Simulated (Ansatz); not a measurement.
System: BPH3, charge 0, doublet. BPH3 (SMILES [BH]P, doublet).
B3LYP-D3(BJ)/def2-TZVP minimum from Ansatz (a program for electronic structure):
```
P
H 1 1.4082
H 1 1.4157 2 99.83
B 1 1.8225 2 105.56 3 -112.21
H 4 1.1822 1 136.05 2 154.84
```
Charge 0, spin multiplicity 2.

Quantity: atomisation energy (electronic, to ground-state atoms), in kJ/mol. Open shells are spin-unrestricted; no spin-orbit coupling. CBS(X,Y): correlation extrapolated as X^-3, Hartree-Fock from the larger set (Q,5: extrapolated as (X+1)exp(-9√X)). A bracket is a step between two methods taken in the basis named. The functionals are non-relativistic, so their misses hold any scalar relativity. 'core' is core correlation in cc-pwCVTZ (1s frozen past Ne), 'X2C' scalar relativity in cc-pVTZ-DK, both at CCSD(T). For partners of very few electrons the exact lower level stands in for a higher one.

CCSD(T)/CBS(cc-pV(Q+d)Z,cc-pV(5+d)Z) + [CCSDT(Q) - CCSD(T)]/cc-pV(T+d)Z + core + X2C (Ansatz) gives 1295.8 kJ/mol.

**Question.** What does PBE/def2-TZVPD (Ansatz) give here, and how do the other levels compare?

**Answer.** PBE gives 1326.5 kJ/mol, 30.7 kJ/mol above it. Differences of the others: r2SCAN/def2-TZVPD (Ansatz) 35.5; B3LYP/def2-TZVPD (Ansatz) 21.8; PBE0/def2-TZVPD (Ansatz) 15.1; wB97M-V/def2-TZVPD (Ansatz) 18.3; CCSD(T)/CBS(cc-pV(Q+d)Z,cc-pV(5+d)Z) + core + X2C (Ansatz) -1.9 kJ/mol. Nearer than PBE: B3LYP/def2-TZVPD, PBE0/def2-TZVPD, wB97M-V/def2-TZVPD, CCSD(T)/CBS(cc-pV(Q+d)Z,cc-pV(5+d)Z) + core + X2C.
